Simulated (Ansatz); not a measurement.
`CC(=O)O[Si](F)(F)F`, 11 atoms. Total charge 0; spin multiplicity 1. All runs use 4 threads of an Arm Neoverse V2 on a shared host. Correlated methods freeze the cores.

Question: Give the basis size and wall time and peak host memory of each of these runs in Ansatz. RKS r2SCAN-D4/def2-TZVPP energy and forces; direct RPA on PBE orbitals/def2-TZVPP energy; RHF-MP2/def2-TZVPP energy; RHF-CCSD(T)/def2-SVP energy; RKS ωB97M-V/def2-SVP energy; RKS PBE0-D4/def2-TZVP frequencies; RKS PBE0-D4/def2-SVP energy; RKS LC-ωPBE/def2-TZVPP energy; RKS ωB97M-V/def2-QZVPP energy; RKS PBE0-D4/def2-QZVPP energy; RKS PBE0-D4/def2-TZVP relaxation (8 steps); RKS HSE06 (plane-wave form)-D4/def2-TZVPP energy. (Estimate.)

Answer: Ansatz gave: Other jobs shared the machine, so times are rough.

```csv
level,job,functions,wall time,peak host memory (GiB)
RKS PBE0-D4/def2-SVP,energy,131,1.6 s,0.52
RKS LC-ωPBE/def2-TZVPP,energy,301,3.9 s,0.66
RKS HSE06 (plane-wave form)-D4/def2-TZVPP,energy,301,5.5 s,1
RHF-MP2/def2-TZVPP,energy,301,6.5 s,0.92
RKS ωB97M-V/def2-SVP,energy,131,7 s,0.52
RKS r2SCAN-D4/def2-TZVPP,energy and forces,301,7.5 s,0.48
direct RPA on PBE orbitals/def2-TZVPP,energy,301,10 s,0.89
RKS PBE0-D4/def2-QZVPP,energy,559,14 s,2.5
RHF-CCSD(T)/def2-SVP,energy,131,26 s,0.99
RKS ωB97M-V/def2-QZVPP,energy,559,29 s,3
RKS PBE0-D4/def2-TZVP,relaxation (8 steps),272,55 s,0.9
RKS PBE0-D4/def2-TZVP,frequencies,272,5.1 min,0.98
```

LC-ωPBE has ω = 0.4 bohr⁻¹.
